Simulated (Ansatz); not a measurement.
C₂H₇Al (SMILES [CH3][AlH][CH3]), singlet, at a GFN2-xTB geometry (such geometries of metal compounds can be far from the true shape), atoms displaced at random by about 0.08 Å a coordinate; PBE/STO-3G, gradient run with Ansatz (a first-principles code).

Ansatz was given this input:
Ansatz 0.2 input:
```yaml
crystal:
  periodic: [false, false, false]
  atoms:
    - {symbol: Al, position_ang: [0.32629599, -0.17298494, -0.20307497]}
    - {symbol: C, position_ang: [-0.50468030, -1.64452816, 0.57000987]}
    - {symbol: H, position_ang: [-0.03637368, -2.71912584, 0.17638115]}
    - {symbol: H, position_ang: [-1.60208480, -1.55944387, 0.30727798]}
    - {symbol: H, position_ang: [-0.41555225, -1.78063020, 1.48796286]}
    - {symbol: C, position_ang: [0.09827881, 1.72604018, -0.04371634]}
    - {symbol: H, position_ang: [0.70650311, 2.37330372, -0.58642146]}
    - {symbol: H, position_ang: [-0.00987289, 2.01467154, 1.08891456]}
    - {symbol: H, position_ang: [-0.94217636, 2.21732793, -0.44043927]}
    - {symbol: H, position_ang: [1.65288804, -0.21379207, -1.17189817]}
basis:
  gaussian:
    orbitals: STO-3G
hamiltonian:
  xc: pbe
output: {forces: true}
```

Question: What does Ansatz print? Leave out banner, timings and long lists.

Answer: 
```
Functional definition: PBE
323 factors; integrals over basis functions are off by at most 8.8e-5 eV
mean field evaluation 1: about -8669.0180 eV, gradient 2.5e1 eV
mean field evaluation 2: about -8668.8700 eV, gradient 2.6e1 eV
mean field evaluation 4: about -8670.9915 eV, gradient 7.6e-1 eV
mean field evaluation 8: about -8670.8931 eV, gradient 2.6e-2 eV
mean field -8670.89309844 eV, -318.6494440251 hartree, gradient 1.2e-5 eV, S^2 0.000000; 0 other end points of the search recorded, 0 dependent functions left out
the calculation of the forces begins
reference -8670.89312188 eV, -318.6494448865 hartree; 16, 16 occupied and 10, 10 virtual orbitals, 323 factors
Total energy: -8670.89312188 eV, -318.6494448865 hartree
Atom 0 at     0.326296    -0.172985    -0.203075 Å, force     3.630543     1.725427    -2.482977 eV/Å
Atom 1 at    -0.504680    -1.644528     0.570010 Å, force    -0.942890    -2.614936   -10.967826 eV/Å
Atom 2 at    -0.036374    -2.719126     0.176381 Å, force    -1.711066     3.253376     0.421587 eV/Å
Atom 3 at    -1.602085    -1.559444     0.307278 Å, force     0.915916    -0.703371     0.312662 eV/Å
Atom 4 at    -0.415552    -1.780630     1.487963 Å, force     0.698373    -0.741008    10.727961 eV/Å
Atom 5 at     0.098279     1.726040    -0.043716 Å, force    -6.548294     0.646261     2.680747 eV/Å
Atom 6 at     0.706503     2.373304    -0.586421 Å, force     2.828965     1.290282    -0.783749 eV/Å
Atom 7 at    -0.009873     2.014672     1.088915 Å, force     0.912031    -0.113372    -2.023949 eV/Å
Atom 8 at    -0.942176     2.217328    -0.440439 Å, force     1.921380    -1.978722     0.948336 eV/Å
Atom 9 at     1.652888    -0.213792    -1.171898 Å, force    -1.704959    -0.763938     1.167208 eV/Å
Dipole moment:    -0.194563    -0.125910     0.100500 e Å
```
